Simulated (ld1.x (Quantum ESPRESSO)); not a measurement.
**An all-electron radial function and its pseudo partner (F)**

Columns: radius, all-electron u(r) and pseudo u(r) of the 2p shell (level -11.54 eV) of fluorine in the configuration [He] 2s1 2p6; PBE, scalar-relativistic, PAW scheme, ld1.x (Quantum ESPRESSO) 7.5.

```
r (bohr)  all-electron  pseudo
   0.053        0.0476  0.0127
   0.105        0.1500  0.0490
   0.158        0.2745  0.1080
   0.210        0.3972  0.1838
   0.262        0.5105  0.2726
   0.315        0.6113  0.3710
   0.368        0.6959  0.4718
   0.420        0.7632  0.5675
   0.473        0.8168  0.6571
   0.525        0.8557  0.7332
   0.578        0.8830  0.7964
   0.630        0.8993  0.8427
   0.683        0.9068  0.8741
   0.735        0.9067  0.8903
   0.788        0.9003  0.8941
   0.840        0.8891  0.8879
   0.893        0.8736  0.8741
   0.945        0.8553  0.8558
   0.998        0.8343  0.8344
   1.050        0.8118  0.8118
   1.102        0.7881  0.7881
   1.155        0.7631  0.7631
   1.208        0.7375  0.7375
   1.260        0.7121  0.7121
   1.313        0.6862  0.6862
   1.365        0.6610  0.6610
```

Q: How many radial nodes do the two functions have?

A: The all-electron 2p function has n − l − 1 = 0; the pseudo-wave has 0.

Q: At about which radius was the pseudo-wave matched?

A: 1.05 bohr, where the columns begin to agree (steps of 0.05 bohr).

Q: Is the pseudo-wave norm-conserving?

A: No, it belongs to a PAW set: the norm inside the radius is not constrained, and the difference is carried by the augmentation charge.
